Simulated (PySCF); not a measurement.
This script is equivalent to a calculation on Cd²⁺ (cadmium, charge +2).

```python
from pyscf import gto, scf, dft, mp, cc
import basis_set_exchange as bse
mol = gto.M(atom="Cd 0 0 0", charge=2, spin=0, symmetry="D2h",
            basis=gto.basis.parse(bse.get_basis("x2c-QZVPPall", elements=["Cd"], fmt="nwchem")),
            nucmod="G")
mf = dft.UKS(mol, xc="M06L").sfx2c1e()
mf.irrep_nelec = {'Ag': (8, 8), 'B1g': (2, 2), 'B2g': (2, 2), 'B3g': (2, 2), 'B1u': (3, 3), 'B2u': (3, 3), 'B3u': (3, 3)}
mf.kernel()
```

Task: What total energy does it give?

Result: -5593.01 hartree (calculated).

Task: Which occupied shell lies highest, and where?

Result: 4d, at -30.475 eV.
